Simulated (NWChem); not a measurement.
System meant: C5H8; SMILES C=CC1CC1

NWChem input:

```
start job
memory heap 200 mb stack 900 mb global 1100 mb
geometry units angstroms noautoz
  C     -0.119329    -2.245459     0.000000
  C      0.379086    -1.006127     0.000000
  C     -0.421823     0.236724     0.000000
  C      0.076931     1.461440    -0.750443
  C      0.076931     1.461440     0.750443
  H     -1.191465    -2.430570     0.000000
  H      0.525309    -3.119622     0.000000
  H      1.462348    -0.868359     0.000000
  H     -1.499428     0.084206     0.000000
  H      1.030561     1.380805    -1.266170
  H     -0.659291     2.068091    -1.270770
  H      1.030561     1.380805     1.266170
  H     -0.659291     2.068091     1.270770
end
basis spherical
  C library def2-svp
  H library def2-svp
end
dft
  odft
  mult 2
  xc b3lyp
  iterations 150
  mulliken
end
task dft energy
```

End of the output:

```
 ==============================================================================
                                 internuclear angles
 ------------------------------------------------------------------------------
        center 1       |       center 2       |       center 3       |  degrees
 ------------------------------------------------------------------------------
    2 C                |   1 C                |   6 H                |   121.70
    2 C                |   1 C                |   7 H                |   121.69
    6 H                |   1 C                |   7 H                |   116.61
    1 C                |   2 C                |   3 C                |   125.29
    1 C                |   2 C                |   8 H                |   119.16
    3 C                |   2 C                |   8 H                |   115.55
    2 C                |   3 C                |   4 C                |   119.96
    2 C                |   3 C                |   5 C                |   119.96
    2 C                |   3 C                |   9 H                |   114.74
    4 C                |   3 C                |   5 C                |    59.15
    4 C                |   3 C                |   9 H                |   115.96
    5 C                |   3 C                |   9 H                |   115.96
    4 C                |   3 C                |   5 C                |    59.15
    3 C                |   4 C                |  10 H                |   117.52
    3 C                |   4 C                |  11 H                |   117.63
    5 C                |   4 C                |  10 H                |   118.32
    5 C                |   4 C                |  11 H                |   118.61
   10 H                |   4 C                |  11 H                |   114.11
    5 C                |   3 C                |   4 C                |    59.15
    3 C                |   5 C                |  12 H                |   117.52
    3 C                |   5 C                |  13 H                |   117.63
    4 C                |   5 C                |  12 H                |   118.32
    4 C                |   5 C                |  13 H                |   118.61
   12 H                |   5 C                |  13 H                |   114.11
 ------------------------------------------------------------------------------
                            number of included internuclear angles:         24
 ==============================================================================

 Summary of "ao basis" -> "" (spherical)
 ------------------------------------------------------------------------------
       Tag                 Description            Shells   Functions and Types
 ---------------- ------------------------------  ------  ---------------------
 C                          def2-svp                 6       14   3s2p1d
 H                          def2-svp                 3        5   2s1p

                                 NWChem DFT Module
                                 -----------------

 Summary of "ao basis" -> "ao basis" (spherical)
 ------------------------------------------------------------------------------
       Tag                 Description            Shells   Functions and Types
 ---------------- ------------------------------  ------  ---------------------
 C                          def2-svp                 6       14   3s2p1d
 H                          def2-svp                 3        5   2s1p

      Symmetry analysis of basis
      --------------------------

        a'         70
        a"         40

  number of electrons :                   38
  multiplicity        :                    2
 ------------------------------------------------------------------------
  no. of electrons and multiplicity not compatible                  38
 ------------------------------------------------------------------------
 ------------------------------------------------------------------------
  current input line :
    29: task dft energy
 ------------------------------------------------------------------------
 ------------------------------------------------------------------------
 There is an error in the input file
 ------------------------------------------------------------------------
 For more information see the NWChem manual at https://nwchemgit.github.io

0: no. of electrons and multiplicity not compatible:Received an Error in Communication
```

Can this run be used? If not, why, and what is the fix?

The program refused the input. Cause: the multiplicity doesn't fit the number of electrons (an even count wants an odd multiplicity, and the reverse). This input runs:
```
start job
memory heap 200 mb stack 900 mb global 1100 mb
geometry units angstroms noautoz
  C     -0.119329    -2.245459     0.000000
  C      0.379086    -1.006127     0.000000
  C     -0.421823     0.236724     0.000000
  C      0.076931     1.461440    -0.750443
  C      0.076931     1.461440     0.750443
  H     -1.191465    -2.430570     0.000000
  H      0.525309    -3.119622     0.000000
  H      1.462348    -0.868359     0.000000
  H     -1.499428     0.084206     0.000000
  H      1.030561     1.380805    -1.266170
  H     -0.659291     2.068091    -1.270770
  H      1.030561     1.380805     1.266170
  H     -0.659291     2.068091     1.270770
end
basis spherical
  * library def2-svp
end
dft
  xc b3lyp
  iterations 150
  mulliken
end
task dft energy
```
It converges to -195.15330 Ha (B3LYP/def2-SVP).
